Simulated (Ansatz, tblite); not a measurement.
Cost and result up the ladder for [CuCl4]- (CuCl₄⁻) (5 atoms). Charge -1, multiplicity 1. Geometry: r2SCAN-D4/def2-SVPD.

Cartesian coordinates in Å:
```
Cu 0.000 0.000 0.000
Cl -1.749 0.825 1.075
Cl -0.688 -2.052 0.456
Cl 1.752 -0.825 -1.068
Cl 0.684 2.052 -0.463
```

Ansatz on 4 threads of Intel Xeon Platinum 8488C on a shared host; xTB runs through tblite on one thread. Times are rough, summed over both states, and most runs start from the orbitals of an earlier one. PBE0-D4/def2-TZVPD serves as the yardstick here, not as an exact answer. The other state is a triplet at its own geometry.

The xTB rows come from tblite. LC-ωPBE has ω = 0.4 bohr⁻¹. B3LYP takes the VWN-RPA correlation.

Run but left out: HF/STO-3G (singlet: restricted singlet, unstable in another Hartree–Fock run and untested here); HF/def2-SVPD, MP2/def2-SVPD, CCSD/def2-SVPD, CCSD(T)/def2-SVPD (flagged by the program: other roots); B2PLYP/def2-TZVPD (singlet: restricted singlet, unstable towards broken spin symmetry).

xTB has no spin-polarisation term.

```
                             level  functions  wall time  triplet − singlet (eV)  difference from PBE0-D4/def2-TZVPD (eV)                         remarks
                          GFN1-xTB         45    0.018 s                    1.30                                     0.91                               –
                          GFN2-xTB         45     0.03 s                    1.13                                     0.73                               –
                 PBE-D4/def2-TZVPD        232      5.7 s                    0.51                                     0.11                               –
                BLYP-D4/def2-TZVPD        232        6 s                    0.43                                     0.03  restricted, untested (singlet)
r2SCAN-D4/def2-TZVPD (with forces)        232       14 s                    0.47                                     0.07                               –
               B3LYP-D4/def2-TZVPD        232       14 s                    0.38                                    -0.02                               –
                PBE0-D4/def2-TZVPD        232       17 s                    0.40                                     0.00                               –
                LC-ωPBE/def2-TZVPD        232       20 s                    0.89                                     0.50                               –
             r2SCANh-D4/def2-TZVPD        232       21 s                    0.41                                     0.01                               –
```
